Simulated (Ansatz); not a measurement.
Ligand-field states of cis-NiCl2(PH3)2 (NiP₂H₆Cl₂) at its B3LYP-D4/def2-SVP geometry (relaxed as a singlet).

Cartesian coordinates in Å:
```
Ni -0.780 -0.532 0.184
Cl -2.611 -0.079 1.310
Cl -1.303 -2.587 -0.387
P 1.007 -1.043 -0.943
H 2.085 -0.121 -1.122
H 0.810 -1.410 -2.293
H 1.745 -2.152 -0.474
P -0.324 1.508 0.782
H -0.296 1.760 2.172
H -1.231 2.502 0.353
H 0.899 2.154 0.418
```

CASSCF(8,5) on the Ni 3d shell in def2-SVP, averaged with equal weights over 10 triplets and 15 singlets, then SC-NEVPT2; Ansatz, no spin–orbit coupling. The space holds no ligand orbitals and no second d shell, so covalent complexes are described poorly.

Question: Estimate the states' energies above the lowest.

Answer: 
```csv
state,CASSCF (eV),NEVPT2 (eV)
triplet 1,0.00,0.50
triplet 2,0.20,0.75
triplet 3,0.22,0.73
triplet 4,0.95,1.56
triplet 5,1.70,3.07
triplet 6,1.74,3.08
triplet 7,1.76,3.14
triplet 8,2.91,3.81
triplet 9,3.92,4.99
triplet 10,3.95,4.96
singlet 1,0.79,0.00
singlet 2,2.07,2.36
singlet 3,2.16,2.48
singlet 4,2.18,2.45
singlet 5,2.51,2.68
singlet 6,3.67,4.84
singlet 7,3.92,4.99
singlet 8,4.22,5.27
singlet 9,4.23,5.32
singlet 10,4.57,5.69
singlet 11,4.82,5.99
singlet 12,4.86,6.09
singlet 13,4.88,6.03
singlet 14,4.89,6.08
singlet 15,8.62,8.97
```
The lowest NEVPT2 state is a singlet. Hardware: 4 threads of Arm Neoverse V1 on a shared host. Wall time 22 s, peak host memory 0.88 GiB.
